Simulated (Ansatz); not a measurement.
An input meant for `c1ccc2c(c1)oc1c3ccccc3oc21` (charge 0, singlet).

```yaml
crystal:
  periodic: [false, false, false]
  atoms:
    - {symbol: C, position_ang: [-2.931342, 0.376492, 0.405545]}
    - {symbol: C, position_ang: [-2.453672, -0.057923, -0.439865]}
    - {symbol: C, position_ang: [-2.000052, -0.327767, -0.799268]}
    - {symbol: C, position_ang: [-1.022097, -0.090764, -0.296949]}
    - {symbol: C, position_ang: [-1.096244, 0.413098, 0.557059]}
    - {symbol: C, position_ang: [-2.138327, 0.683045, 0.917910]}
    - {symbol: O, position_ang: [-0.431645, 0.591691, 0.826062]}
    - {symbol: C, position_ang: [0.175482, 0.206729, 0.379134]}
    - {symbol: C, position_ang: [1.192446, 0.077738, 0.254553]}
    - {symbol: C, position_ang: [2.000066, 0.281071, 0.685013]}
    - {symbol: C, position_ang: [2.453713, 0.050233, 0.439475]}
    - {symbol: C, position_ang: [2.931343, -0.439293, -0.405512]}
    - {symbol: C, position_ang: [1.832854, -0.585630, -0.786688]}
    - {symbol: C, position_ang: [1.278941, -0.354312, -0.556908]}
    - {symbol: O, position_ang: [0.369989, -0.591721, -0.963731]}
    - {symbol: C, position_ang: [-0.175488, -0.177358, -0.324887]}
    - {symbol: H, position_ang: [-3.103636, 0.640138, 0.572542]}
    - {symbol: H, position_ang: [-3.001140, -0.202302, -0.820683]}
    - {symbol: H, position_ang: [-1.948545, -0.612219, -1.248260]}
    - {symbol: H, position_ang: [-2.182335, 1.069479, 1.575340]}
    - {symbol: H, position_ang: [1.948480, 0.714059, 1.456413]}
    - {symbol: H, position_ang: [3.501319, 0.235626, 0.820897]}
    - {symbol: H, position_ang: [3.103679, -0.548267, -0.572761]}
    - {symbol: H, position_ang: [2.182318, -1.069432, -1.350319]}
basis:
  gaussian: {orbitals: "6-31++G**", fitting: {mean_field: cc-pVTZ-jkfit}}
hamiltonian: {xc: {name: HF}}
scf: {lower_state_search: off}
output: {forces: true}
```

```sh
$ ansatz run in.yaml --threads 4 --pin off --events-out ev --progress --plain --max-ram 6963MiB
```

It prints (some lines left out):

```
Functional definition: HF
1504 factors; integrals over basis functions are off by at most 6.6e-2 eV
mean field evaluation 1: about -17836.9562 eV, gradient 2.0e2 eV
mean field evaluation 2: about -17488.2345 eV, gradient 4.0e2 eV
mean field evaluation 4: about -17908.4047 eV, gradient 3.9e1 eV
mean field evaluation 8: about -17913.2883 eV, gradient 1.9e0 eV
mean field -17913.43252905 eV, -658.3065032821 hartree, gradient 1.7e-6 eV, S^2 0.000000; 0 other end points of the search recorded, 9 dependent functions left out
reference -17913.43252905 eV, -658.3065032821 hartree; 54, 54 occupied and 289, 289 virtual orbitals, 1504 factors
Total energy: -17913.43252905 eV, -658.3065032821 hartree
Atom 0 at    -2.931342     0.376492     0.405545 Å, force   152.043624  -300.262308  -185.769463 eV/Å
Atom 1 at    -2.453672    -0.057923    -0.439865 Å, force  -264.099574   153.791334   202.834738 eV/Å
Atom 2 at    -2.000052    -0.327767    -0.799268 Å, force   263.517271  -105.229422  -126.927779 eV/Å
Atom 3 at    -1.022097    -0.090764    -0.296949 Å, force  -101.890819   -15.481147   -35.852913 eV/Å
Atom 4 at    -1.096244     0.413098     0.557059 Å, force  -220.624357   -27.595677   -43.128742 eV/Å
Atom 5 at    -2.138327     0.683045     0.917910 Å, force    21.732116     9.420659    18.667206 eV/Å
Atom 6 at    -0.431645     0.591691     0.826062 Å, force   138.694173   123.768333   177.630459 eV/Å
Atom 7 at     0.175482     0.206729     0.379134 Å, force   109.465857     1.751568    32.041865 eV/Å
Atom 8 at     1.192446     0.077738     0.254553 Å, force   -36.828670    25.735373    38.673287 eV/Å
Atom 9 at     2.000066     0.281071     0.685013 Å, force  -394.558387   251.075144   290.847477 eV/Å
Atom 10 at     2.453713     0.050233     0.439475 Å, force   475.743202  -216.648554  -221.612703 eV/Å
Atom 11 at     2.931343    -0.439293    -0.405512 Å, force  -537.341575   340.470074   522.511198 eV/Å
Atom 12 at     1.832854    -0.585630    -0.786688 Å, force   338.397705  -143.150261  -152.479085 eV/Å
Atom 13 at     1.278941    -0.354312    -0.556908 Å, force  -296.280441    99.655744    71.572436 eV/Å
Atom 14 at     0.369989    -0.591721    -0.963731 Å, force     0.453283   -42.698939   -71.476856 eV/Å
Atom 15 at    -0.175488    -0.177358    -0.324887 Å, force    28.897144   -41.663932   -61.067389 eV/Å
Atom 16 at    -3.103636     0.640138     0.572542 Å, force  -214.316645   304.255824   192.357151 eV/Å
Atom 17 at    -3.001140    -0.202302    -0.820683 Å, force   -46.740436    -8.558604   -25.897848 eV/Å
Atom 18 at    -1.948545    -0.612219    -1.248260 Å, force    14.575830   -69.174222  -110.519602 eV/Å
Atom 19 at    -2.182335     1.069479     1.575340 Å, force    -2.277511    17.333578    27.276955 eV/Å
Atom 20 at     1.948480     0.714059     1.456413 Å, force    -4.156633     6.542163    10.332135 eV/Å
Atom 21 at     3.501319     0.235626     0.820897 Å, force     7.651435     1.842461     4.466322 eV/Å
Atom 22 at     3.103679    -0.548267    -0.572761 Å, force   563.895172  -352.676590  -537.762022 eV/Å
Atom 23 at     2.182318    -1.069432    -1.350319 Å, force     4.048235   -12.502598   -16.716828 eV/Å
Dipole moment:    -1.382209     0.186886    -0.030106 e Å
Checks for a lower state left out: stability, starts, cluster_reference, orbital_swaps, neighbouring_geometries, increment
```

Problem. What is wrong with this run?

Solution. The geometry is squeezed to about two thirds of its size. Self-consistency was reached. The result belongs to that input, not to the species as meant.
